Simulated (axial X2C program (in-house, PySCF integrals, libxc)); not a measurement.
Excited states of CaSe by EOM-EE-CCSD

Computed with an in-house all-electron X2C program for linear molecules (integrals from PySCF): two-component X2C with atomic mean-field Coulomb and Gaunt terms, Gaussian nuclei, basis Se dyall-acv3z, Ca dyall-acv3z with contracted cores.

R = 2.433 Å (near the PBE0 minimum at charge 0 of the determinant lowest at the starting distance; the state shown can have its own minimum elsewhere).

Hartree–Fock spinors of CaSe (one of each Kramers pair; a window near the gap, which can cut inner shells):

```csv
ω,occupied,ε (eV),character
1/2,yes,-20.30,"72% Se s, 10% Ca p, 9% Ca d"
1/2,yes,-7.39,"74% Se p, 11% Ca s, 8% Ca d"
1/2,yes,-6.80,"74% Se p, 12% Ca d, 7% Ca p"
3/2,yes,-6.65,"74% Se p, 13% Ca d, 8% Ca p"
1/2,no,-1.13,"51% Ca s, 36% Ca p, 8% Se p"
1/2,no,0.06,"82% Ca p, 16% Ca d"
3/2,no,0.07,"82% Ca p, 16% Ca d"
1/2,no,0.09,"62% Ca p, 35% Ca s"
1/2,no,0.50,"82% Ca p, 15% Ca d"
3/2,no,0.51,"82% Ca p, 16% Ca d"
```

Vertical excitation energies from the closed-shell determinant state of CaSe:

```csv
Ω,excitation (eV),cm⁻¹,hole of the leading pair,particle of the leading pair,weight of the pair (for Ω = 0 its time-reversed partner can hold as much again),singles weight
2,1.039,8382,"74% Se pπ, 13% Ca dπ, 8% Ca pπ","54% Ca sσ, 25% Ca pσ, 11% Se pσ",0.92,0.92
1,1.071,8635,"74% Se pπ, 13% Ca dπ, 8% Ca pπ","54% Ca sσ, 26% Ca pσ, 11% Se pσ",0.78,0.92
0⁻,1.133,9138,"52% Se pπ, 21% Se pσ, 9% Ca dπ","53% Ca sσ, 26% Ca pσ, 11% Se pσ",0.46,0.93
1,1.180,9518,"44% Se pπ, 29% Se pσ, 8% Ca dπ","53% Ca sσ, 28% Ca pσ, 11% Se pσ",0.80,0.93
0⁺,1.228,9908,"75% Se pπ, 13% Ca dπ, 7% Ca pπ","54% Ca sσ, 25% Ca pσ, 11% Se pσ",0.46,0.92
0⁻,1.463,11802,"52% Se pσ, 22% Se pπ, 10% Ca sσ","53% Ca sσ, 27% Ca pσ, 12% Se pσ",0.46,0.93
1,1.484,11967,"47% Se pσ, 28% Se pπ, 9% Ca sσ","53% Ca sσ, 27% Ca pσ, 12% Se pσ",0.92,0.93
0⁺,2.256,18199,"72% Se pσ, 14% Ca sσ, 7% Ca dσ","54% Ca sσ, 27% Ca pσ, 9% Se pσ",0.42,0.88
1,3.039,24512,"74% Se pπ, 13% Ca dπ, 8% Ca pπ","67% Ca pπ, 26% Ca dπ",0.78,0.91
0⁻,3.042,24532,"74% Se pπ, 13% Ca dπ, 8% Ca pπ","67% Ca pπ, 26% Ca dπ",0.38,0.91
2,3.070,24762,"74% Se pπ, 13% Ca dπ, 8% Ca pπ","66% Ca pπ, 28% Ca dπ",0.91,0.91
3,3.076,24809,"74% Se pπ, 13% Ca dπ, 8% Ca pπ","66% Ca pπ, 28% Ca dπ",0.91,0.91
```

This point took 70 s on 1 thread of Arm Neoverse V2, on a shared host.

Reference electrons by ω block (each with its −ω partner): 1/2: 19, 3/2: 7, 5/2: 1. 16 electrons of CaSe correlated (inner shells frozen), 88 natural virtual spinors (a truncated set); levels can be off by some tenths of an eV. Roots sought by Ω: (0: 5, 1: 4, 2: 3, 3: 1); rows need 60 % singles weight and stop where some Ω has no more roots. Missing are any skipped roots, higher Ω and states of a further excitation; these come out far too high here and may in truth be low or lowest. T1 of the reference 0.031 (Lee–Taylor). Number of frozen shells: Se 3 s, 2 p, 1 d; Ca 2 s, 1 p. Large amplitudes in the reference (orbital relaxation or multireference character) lower the reliability.
